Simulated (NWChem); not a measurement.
System: CHCl2, doublet; SMILES Cl[CH]Cl

Excerpt of the output:

```
             Northwest Computational Chemistry Package (NWChem) 7.3.0
             --------------------------------------------------------

 CS  symmetry detected

                             Geometry "geometry" -> ""
                             -------------------------

 Output coordinates in angstroms (scale by  1.889725989 to convert to a.u.)

  No.       Tag          Charge          X              Y              Z
 ---- ---------------- ---------- -------------- -------------- --------------
    1 Cl                  17.0000    -0.17077089    -0.00174944    -1.47043500
    2 C                    6.0000     0.68247906     0.06058432     0.00000000
    3 Cl                  17.0000    -0.17077089    -0.00174944     1.47043500
    4 H                    1.0000     1.71133573    -0.30402485     0.00000000

 Effective nuclear repulsion energy (a.u.)     125.8408490412

      Symmetry information
      --------------------

 Group name             Cs
 Group number              2
 Group order               2
 No. of unique centers     3

                                 NWChem DFT Module
                                 -----------------

 Summary of "ao basis" -> "ao basis" (spherical)
 ------------------------------------------------------------------------------
       Tag                 Description            Shells   Functions and Types
 ---------------- ------------------------------  ------  ---------------------
 Cl                          6-31g*                  8       18   4s3p1d
 C                           6-31g*                  6       14   3s2p1d
 H                           6-31g*                  2        2   2s

      Symmetry analysis of basis
      --------------------------

        a'         30
        a"         22

            General Information
            -------------------
          SCF calculation type: DFT
          Wavefunction type:  spin polarized.
          No. of atoms     :     4
          No. of electrons :    41
           Alpha electrons :    21
            Beta electrons :    20
          Charge           :     0
          Spin multiplicity:     2
          Use of symmetry is: on ; symmetry adaption is: on
          Maximum number of iterations: 150
          AO basis - number of functions:    52
                     number of shells:    24
          Convergence on energy requested:  1.00D-06
          Convergence on density requested:  1.00D-05
          Convergence on gradient requested:  5.00D-04

              XC Information
              --------------
                         PBE0 Method XC Functional
                     Hartree-Fock (Exact) Exchange  0.250
          PerdewBurkeErnzerhof Exchange Functional  0.750
            Perdew 1991 LDA Correlation Functional  1.000 local
           PerdewBurkeErnz. Correlation Functional  1.000 non-local

             Grid Information
             ----------------
          Grid used for XC integration:  medium
          Radial quadrature: Mura-Knowles
          Angular quadrature: Lebedev.
          Tag              B.-S. Rad. Rad. Pts. Rad. Cut. Ang. Pts.
          ---              ---------- --------- --------- ---------
          Cl                  1.00       88           9.0       590
          C                   0.70       49           7.0       434
          H                   0.35       45           8.0       434
          Grid pruning is: on
          Number of quadrature shells:   182
          Spatial weights used:  Erf1

      Superposition of Atomic Density Guess
      -------------------------------------

 Sum of atomic energies:        -957.05965212

      Non-variational initial energy
      ------------------------------

 Total energy =    -957.861421
 1-e energy   =   -1571.777332
 2-e energy   =     488.075062
 HOMO         =      -0.085221
 LUMO         =       0.067750

   Symmetry analysis of molecular orbitals - initial alpha
   -------------------------------------------------------

  Numbering of irreducible representations:

     1 a'          2 a"

  Orbital symmetries:

     1 a"          2 a'          3 a'          4 a'          5 a"
     6 a'          7 a"          8 a'          9 a"         10 a'
    11 a"         12 a'         13 a"         14 a'         15 a'
    16 a"         17 a'         18 a"         19 a"         20 a'
    21 a'         22 a'         23 a"         24 a'         25 a'
    26 a"         27 a'         28 a'         29 a"         30 a'
    31 a"

   Symmetry analysis of molecular orbitals - initial beta
   ------------------------------------------------------

  Numbering of irreducible representations:

     1 a'          2 a"

  Orbital symmetries:

     1 a"          2 a'          3 a'          4 a'          5 a"
     6 a'          7 a"          8 a'          9 a"         10 a'
    11 a"         12 a'         13 a"         14 a'         15 a'
    16 a"         17 a'         18 a"         19 a"         20 a'
    21 a'         22 a'         23 a"         24 a'         25 a'
    26 a"         27 a'         28 a'         29 a"         30 a'
    31 a"

     ---------------------------------------------
      Total Density - Mulliken Population Analysis
     ---------------------------------------------

    Atom       Charge   Shell Charges
 -----------   ------   -------------------------------------------------------
    1 Cl  17    17.10   2.00  2.00  5.98  1.38  3.60  0.53  1.58  0.03
    2 C    6     6.05   2.00  0.68  1.52  0.69  1.12  0.04
    3 Cl  17    17.10   2.00  2.00  5.98  1.38  3.60  0.53  1.58  0.03
    4 H    1     0.76   0.46  0.30

     --------------------------------------------
      Spin Density - Mulliken Population Analysis
     --------------------------------------------

    Atom       Charge   Shell Charges
 -----------   ------   -------------------------------------------------------
    1 Cl  17     0.10   0.00  0.00  0.00  0.00  0.07 -0.00  0.02  0.01
    2 C    6     0.79   0.00  0.02  0.38  0.03  0.36  0.00
    3 Cl  17     0.10   0.00  0.00  0.00  0.00  0.07 -0.00  0.02  0.01
    4 H    1     0.02   0.01  0.01

   convergence    iter        energy       DeltaE   RMS-Dens  Diis-err
 ---------------- ----- ----------------- --------- --------- ---------
 d= 0,ls=0.0,diis     1   -958.5885055257 -1.08D+03  1.19D-02  1.32D-01
                                                     9.49D-03  1.11D-01
 d= 0,ls=0.0,diis     2   -958.5412493823  4.73D-02  6.07D-03  2.13D-01
                                                     6.30D-03  2.22D-01
 d= 0,ls=0.0,diis     3   -958.6511977028 -1.10D-01  1.19D-03  3.22D-03
                                                     9.59D-04  1.96D-03
 d= 0,ls=0.0,diis     4   -958.6526209980 -1.42D-03  4.06D-04  1.92D-04
                                                     3.32D-04  2.40D-04
 d= 0,ls=0.0,diis     5   -958.6527728978 -1.52D-04  1.68D-04  1.41D-05
                                                     9.84D-05  9.84D-06
  Resetting Diis
 d= 0,ls=0.0,diis     6   -958.6527903540 -1.75D-05  5.24D-05  1.21D-06
                                                     3.35D-05  9.65D-07
 d= 0,ls=0.0,diis     7   -958.6527919401 -1.59D-06  1.34D-05  1.43D-07
                                                     8.86D-06  7.34D-08
 d= 0,ls=0.0,diis     8   -958.6527920402 -1.00D-07  3.60D-06  2.51D-08
                                                     4.38D-06  5.38D-08

         Total DFT energy =     -958.652792040204
      One electron energy =    -1572.511784323125
           Coulomb energy =      549.964014225927
    Exchange-Corr. energy =      -61.945870984213
 Nuclear repulsion energy =      125.840849041208

 Numeric. integr. density =       41.000000075402

                  Occupations of the irreducible representations
                  ----------------------------------------------

                     irrep           alpha         beta
                     --------     --------     --------
                     a'               12.0         11.0
                     a"                9.0          9.0

                    DFT Final Alpha Molecular Orbital Analysis
                    ------------------------------------------

 Vector   19  Occ=1.000000D+00  E=-3.525875D-01  Symmetry=a'
              MO Center= -3.1D-02, -1.2D-02, -1.9D-14, r^2= 3.2D+00
   Bfn.  Coefficient  Atom+Function         Bfn.  Coefficient  Atom+Function
  ----- ------------  ---------------      ----- ------------  ---------------
     7      0.488218  1 Cl px                39      0.488218  3 Cl px
    11      0.254663  1 Cl px                43      0.254663  3 Cl px
     3     -0.188733  1 Cl px                35     -0.188733  3 Cl px
    52     -0.173380  4 H  s                 21     -0.157163  2 C  px
    51     -0.147460  4 H  s                  9     -0.083664  1 Cl pz

 Vector   20  Occ=1.000000D+00  E=-3.424673D-01  Symmetry=a"
              MO Center= -1.3D-01,  1.3D-04,  2.6D-14, r^2= 3.4D+00
   Bfn.  Coefficient  Atom+Function         Bfn.  Coefficient  Atom+Function
  ----- ------------  ---------------      ----- ------------  ---------------
     7      0.390551  1 Cl px                39     -0.390551  3 Cl px
     9     -0.381131  1 Cl pz                41     -0.381131  3 Cl pz
    11      0.206910  1 Cl px                43     -0.206910  3 Cl px
    13     -0.198660  1 Cl pz                45     -0.198660  3 Cl pz
     3     -0.151637  1 Cl px                35      0.151637  3 Cl px

 Vector   21  Occ=1.000000D+00  E=-2.311709D-01  Symmetry=a'
              MO Center=  3.2D-01,  1.1D-01,  7.5D-15, r^2= 2.4D+00
   Bfn.  Coefficient  Atom+Function         Bfn.  Coefficient  Atom+Function
  ----- ------------  ---------------      ----- ------------  ---------------
    22      0.520449  2 C  py                26      0.458912  2 C  py
     8     -0.361985  1 Cl py                40     -0.361985  3 Cl py
    12     -0.263492  1 Cl py                44     -0.263492  3 Cl py
    24      0.162670  2 C  s                  4      0.136687  1 Cl py
    36      0.136687  3 Cl py                25      0.073827  2 C  px

 Vector   22  Occ=0.000000D+00  E= 3.210672D-03  Symmetry=a'
              MO Center=  8.8D-02, -4.0D-02,  7.1D-14, r^2= 3.6D+00
   Bfn.  Coefficient  Atom+Function         Bfn.  Coefficient  Atom+Function
  ----- ------------  ---------------      ----- ------------  ---------------
    24      1.615025  2 C  s                 13     -0.622297  1 Cl pz
    45      0.622297  3 Cl pz                10     -0.518770  1 Cl s
    42     -0.518770  3 Cl s                 25     -0.446373  2 C  px
    52     -0.350090  4 H  s                  9     -0.339921  1 Cl pz
    41      0.339921  3 Cl pz                11     -0.263875  1 Cl px

 Vector   23  Occ=0.000000D+00  E= 7.624438D-02  Symmetry=a"
              MO Center=  1.1D-01,  1.6D-02, -3.1D-14, r^2= 3.6D+00
   Bfn.  Coefficient  Atom+Function         Bfn.  Coefficient  Atom+Function
  ----- ------------  ---------------      ----- ------------  ---------------
    27      1.249493  2 C  pz                10      0.738361  1 Cl s
    42     -0.738361  3 Cl s                 13      0.665457  1 Cl pz
    45      0.665457  3 Cl pz                11      0.538080  1 Cl px
    43     -0.538080  3 Cl px                23      0.534187  2 C  pz
     9      0.204539  1 Cl pz                41      0.204539  3 Cl pz

 Vector   24  Occ=0.000000D+00  E= 1.296507D-01  Symmetry=a'
              MO Center=  1.6D+00, -3.2D-01, -4.3D-16, r^2= 2.6D+00
   Bfn.  Coefficient  Atom+Function         Bfn.  Coefficient  Atom+Function
  ----- ------------  ---------------      ----- ------------  ---------------
    52      2.072174  4 H  s                 25     -1.267899  2 C  px
    24     -0.931683  2 C  s                 21     -0.387885  2 C  px
    26      0.370653  2 C  py                13     -0.286556  1 Cl pz
    45      0.286556  3 Cl pz                10     -0.158941  1 Cl s
    42     -0.158941  3 Cl s                 51      0.120070  4 H  s

                     DFT Final Beta Molecular Orbital Analysis
                     -----------------------------------------

 Vector   18  Occ=1.000000D+00  E=-3.503511D-01  Symmetry=a'
              MO Center= -1.1D-02, -1.3D-02, -2.6D-13, r^2= 3.2D+00
   Bfn.  Coefficient  Atom+Function         Bfn.  Coefficient  Atom+Function
  ----- ------------  ---------------      ----- ------------  ---------------
     7      0.481225  1 Cl px                39      0.481225  3 Cl px
    11      0.250793  1 Cl px                43      0.250793  3 Cl px
    52     -0.191674  4 H  s                  3     -0.186005  1 Cl px
    35     -0.186005  3 Cl px                51     -0.158594  4 H  s
    21     -0.155353  2 C  px                 8     -0.105308  1 Cl py

 Vector   19  Occ=1.000000D+00  E=-3.466204D-01  Symmetry=a"
              MO Center= -1.5D-01, -1.1D-02,  4.2D-13, r^2= 3.3D+00
   Bfn.  Coefficient  Atom+Function         Bfn.  Coefficient  Atom+Function
  ----- ------------  ---------------      ----- ------------  ---------------
     8      0.511321  1 Cl py                40     -0.511321  3 Cl py
    12      0.274563  1 Cl py                44     -0.274563  3 Cl py
     4     -0.198637  1 Cl py                36      0.198637  3 Cl py
     7     -0.111886  1 Cl px                39      0.111886  3 Cl px
     9      0.082528  1 Cl pz                41      0.082528  3 Cl pz

 Vector   20  Occ=1.000000D+00  E=-3.404861D-01  Symmetry=a"
              MO Center= -1.3D-01,  7.7D-03, -1.7D-13, r^2= 3.4D+00
   Bfn.  Coefficient  Atom+Function         Bfn.  Coefficient  Atom+Function
  ----- ------------  ---------------      ----- ------------  ---------------
     7      0.374051  1 Cl px                 9     -0.372768  1 Cl pz
    39     -0.374051  3 Cl px                41     -0.372768  3 Cl pz
    11      0.197323  1 Cl px                43     -0.197323  3 Cl px
    13     -0.196027  1 Cl pz                45     -0.196027  3 Cl pz
     3     -0.145339  1 Cl px                35      0.145339  3 Cl px

 Vector   21  Occ=0.000000D+00  E=-6.847076D-02  Symmetry=a'
              MO Center=  4.9D-01,  1.6D-01,  1.3D-14, r^2= 2.1D+00
   Bfn.  Coefficient  Atom+Function         Bfn.  Coefficient  Atom+Function
  ----- ------------  ---------------      ----- ------------  ---------------
    26      0.599605  2 C  py                22      0.498804  2 C  py
     8     -0.269429  1 Cl py                40     -0.269429  3 Cl py
    12     -0.246013  1 Cl py                44     -0.246013  3 Cl py
    24      0.155778  2 C  s                 25      0.102521  2 C  px
     4      0.100649  1 Cl py                36      0.100649  3 Cl py

 Vector   22  Occ=0.000000D+00  E= 2.223183D-02  Symmetry=a'
              MO Center=  7.7D-02, -3.4D-02,  2.8D-15, r^2= 3.6D+00
   Bfn.  Coefficient  Atom+Function         Bfn.  Coefficient  Atom+Function
  ----- ------------  ---------------      ----- ------------  ---------------
    24      1.676104  2 C  s                 13     -0.644647  1 Cl pz
    45      0.644647  3 Cl pz                10     -0.545906  1 Cl s
    42     -0.545906  3 Cl s                 25     -0.462451  2 C  px
    52     -0.348097  4 H  s                  9     -0.318781  1 Cl pz
    41      0.318781  3 Cl pz                11     -0.276015  1 Cl px

[...]
```

Level: PBE0/6-31G* (spherical d), spin-unrestricted. In the optimisation the excess spin sits in a' (Cs, its own frame). All runs use the structure optimised with PBE0/def2-SVP, spin-unrestricted. No stability test was run on the SCF state.

Question: Which NWChem input produces such a log?

Answer: This is not unique; one that fits is the input that was run:
```
start job
memory heap 200 mb stack 700 mb global 900 mb
geometry units angstroms noautoz
  Cl    -0.173850     0.007799     1.470435
  C      0.680973     0.042420     0.000000
  Cl    -0.173850     0.007799    -1.470435
  H      1.697460    -0.355374     0.000000
end
basis spherical
  * library 6-31g*
end
dft
  odft
  mult 2
  xc pbe0
  iterations 150
  mulliken
end
task dft energy
```
